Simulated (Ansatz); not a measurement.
Isomers of K$_{3}$Sn$_{3}$I$_{9}$ (singlet), relaxed with r2SCAN-D4/def2-SVP; total energies from Ansatz at PBE0-D4/def2-TZVP.

```
isomer                                                                  description  energy (Eh)
     A  point group not assigned; 15 × I–Sn 3.02 to 3.33 Å; 15 × I–K 3.45 to 3.67 Å  -5122.57536
     B  point group not assigned; 11 × I–K 3.27 to 3.71 Å; 10 × I–Sn 2.88 to 3.27 Å  -5122.55874
     C   point group not assigned; 13 × I–K 3.28 to 3.96 Å; 9 × I–Sn 2.81 to 3.16 Å  -5122.56075
     D   point group not assigned; 14 × I–K 3.27 to 4.00 Å; 9 × I–Sn 2.83 to 3.06 Å  -5122.57023
```

In the def2 sets I, Sn take a core potential; there is no spin–orbit coupling. Single mean-field runs in def2-TZVP are fitted with def2-universal-jkfit.

D: The geometry of the charge 0 singlet is only loosely relaxed.

The isomers come from a short search, and lower ones may exist.

Work out the relative energies (1 Eh = 2625.5 kJ/mol) and the Boltzmann populations at 800 K from electronic energies alone (R = 8.314 J/mol/K).

ΔE: A 0.0, B 43.6, C 38.4, D 13.5 kJ/mol. RT = 6.65 kJ/mol. Factors exp(−ΔE/RT): A 1, B 0.00142, C 0.00311, D 0.131; sum 1.136. Populations: A 88.1 %, B 0.1 %, C 0.3 %, D 11.5 %. Zero-point energy, vibrational entropy and symmetry numbers are left out and can shift these; an error of 4 kJ/mol changes a ratio by a factor of 1.8. Over the other density-functional and correlated levels in def2 sets, the gap between A and D ranges from -17 to 29 kJ/mol.
